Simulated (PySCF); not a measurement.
Does the answer move with the share of exact exchange?

Compound: GeH9NSi2.
InChI=1S/GeH9NSi2/c1-4-2-3/h2H,4H2,1,3H3

Torsions of this conformer, `[SiH3:1][NH:2][SiH2:3][GeH3:4]`: Si1–N2–Si3–Ge4 17°.

PySCF, def2-SVPD basis, density fitting, gas phase, PBE0-D3(BJ)/def2-SVP geometry; singlet excitations by full TDDFT with frozen cores, triplets by Tamm–Dancoff TDDFT and ionisation energies by ΔSCF, from the lowest of the holes tried. One functional is left out:

| functional | exact exchange (%) | HOMO energy (eV) | LUMO energy (eV) | lowest singlet excitation (eV) | lowest triplet excitation (eV) | dipole moment (D) | mean polarisability (au) | vertical ionisation energy (eV) |
| --- | --- | --- | --- | --- | --- | --- | --- | --- |
| LDA | 0 | -6.26 | -1.35 | 5.02 | 4.80 | 1.012 | 104.2 | 9.06 |
| PBE | 0 | -6.19 | -1.17 | 5.12 | 4.87 | 1.044 | 101.4 | 8.98 |
| B3LYP | 20 | -7.29 | -0.56 | 5.67 | 5.38 | 1.095 | 98.0 | 9.30 |
| BHandHLYP | 50 | -8.73 | 0.41 | 6.33 | 5.96 | 1.114 | 94.0 | 9.41 |

**Question.** Predict the row of PBE0 (25 % exact exchange) by straight lines through the other rows, and check it.

**Answer.** 
```json
{"property": "HOMO energy (eV)", "line": "-7.49", "computed": "-7.50", "computed − line": "-0.01", "B3LYP (20 %), for comparison": "-7.29"}
{"property": "LUMO energy (eV)", "line": "-0.42", "computed": "-0.38", "computed − line": "+0.04", "B3LYP (20 %), for comparison": "-0.56"}
{"property": "lowest singlet excitation (eV)", "line": "5.73", "computed": "5.78", "computed − line": "+0.05", "B3LYP (20 %), for comparison": "5.67"}
{"property": "lowest triplet excitation (eV)", "line": "5.42", "computed": "5.45", "computed − line": "+0.03", "B3LYP (20 %), for comparison": "5.38"}
{"property": "dipole moment (D)", "line": "1.080", "computed": "1.060", "computed − line": "-0.020", "B3LYP (20 %), for comparison": "1.095"}
{"property": "mean polarisability (au)", "line": "98.1", "computed": "97.5", "computed − line": "-0.6", "B3LYP (20 %), for comparison": "98.0"}
{"property": "vertical ionisation energy (eV)", "line": "9.25", "computed": "9.31", "computed − line": "+0.06", "B3LYP (20 %), for comparison": "9.30"}
```

**Question.** Which of these properties follows the share of exact exchange most closely, and which least?

**Answer.** Most closely the HOMO energy, least the dipole moment; the correlations over the tabulated rows are HOMO energy -0.999, LUMO energy 0.996, lowest triplet excitation 0.995, lowest singlet excitation 0.995, mean polarisability -0.955, vertical ionisation energy 0.938, dipole moment 0.895. The HOMO energy moves by -0.502 eV for every 10 %. Functionals with the same share still differ in their other parts: at 0 % LDA and PBE differ by 0.07 eV in it.
